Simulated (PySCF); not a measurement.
Molecule: `InChI=1S/C6H4BrF/c7-5-1-3-6(8)4-2-5/h1-4H`.

Mapped SMILES: `[F:1][c:2]1[cH:3][cH:4][c:5]([Br:6])[cH:7][cH:8]1`; H(Xn) means a hydrogen on atom n.

Geometry PBE0-D3(BJ)/def2-SVP throughout; GIAO in PySCF 2.14, gas phase, one conformer, non-relativistic; equivalent atoms averaged; basis pcSseg-1.

Question: How do the shifts δ (against CFCl3, TMS, HBr at the same level) depend on the functional? (ppm; last column core-seconds on shared hosts with different chips, so compare them loosely)

Answer: 
```tsv
functional	kind	F1	C2	C4/C7	C5	C3/C8	Br6	H(C4)/H(C7)	H(C3)/H(C8)	core-s
HF	Hartree–Fock	-96.1	168.7	143.5	133.8	122.9	367.5	7.79	7.33	12
BP86	GGA	-124.9	168.5	136.5	136.2	119.6	613.2	7.34	6.88	33
KT2	GGA	-136.7	160.1	128.9	126.9	112.1	591.1	7.18	6.76	22
B97-D	GGA	-121.7	163.9	132.3	132.8	115.8	589.2	7.27	6.81	21
PBE0	global hybrid	-113.3	169.3	139.5	136.2	121.9	550.4	7.53	7.09	26
mPW1PW91	global hybrid	-113.4	169.3	139.6	136.4	122.0	545.8	7.52	7.08	16
WP04	global hybrid	-116.1	170.7	139.3	141.2	122.4	557.5	7.22	6.83	25
B97-2	global hybrid	-113.4	166.1	136.3	133.8	119.1	542.6	7.46	7.02	16
LC-wPBE	range-separated hybrid	-96.7	175.2	145.7	136.9	127.1	515.7	7.71	7.25	26
```

Question: Which nucleus moves most, in ppm?

Answer: Br6 (bromine bonded to C): from 367.5 ppm with HF to 613.2 ppm with BP86. The smallest spread is 0.57 ppm, at H(C3)/H(C8). Proton shifts span only some 12 ppm, so a few tenths of a ppm matter as much there as several ppm in carbon.

Relativistic effects, spin–orbit coupling among them, are left out; they matter for Br and for the light atoms bonded to it.
